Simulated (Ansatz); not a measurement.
Species: C₂H₇O₂Si, net charge -1, singlet state. It need not be the lowest isomer of its formula. Whether it binds its extra electron was not tested at this geometry. 
Geometry from a B3LYP-D3(BJ)/def2-TZVP (Ansatz, a quantum-chemistry and plane-wave program) optimisation:
SMILES: CO[SiH-]OC
```xyz
12

Si    -0.0028     0.3284     1.0360
O     -1.0750     0.5874    -0.3383
C     -2.0444    -0.3667    -0.6275
O      1.2539    -0.6334     0.3015
C      1.8510    -0.2388    -0.8996
H      0.6843     1.7156     0.8211
H     -1.6824    -1.1275    -1.3403
H     -2.3804    -0.9077     0.2745
H     -2.9262     0.1109    -1.0820
H      2.6574    -0.9397    -1.1632
H      1.1328    -0.2192    -1.7319
H      2.2828     0.7721    -0.8264
```
Charge -1, spin multiplicity 1.

Basis-set convergence of Hartree-Fock and CCSD(T) correlation energies (hartree) with Ansatz. Cores are frozen in the correlated levels unless marked. No spin-orbit coupling. Non-relativistic. This anion needs diffuse functions, which these sets lack.

```csv
basis,functions,E(HF),"E(corr, CCSD(T))"
cc-pV(D+d)Z,114,-518.49689,-0.83978
cc-pV(T+d)Z,257,-518.59296,-1.04423
cc-pV(Q+d)Z,494,___,___
```

**Question.** Fill in the missing entries.

**Answer.** 
- cc-pV(Q+d)Z, E(HF): -518.61754
- cc-pV(Q+d)Z, E(corr, CCSD(T)): -1.11003
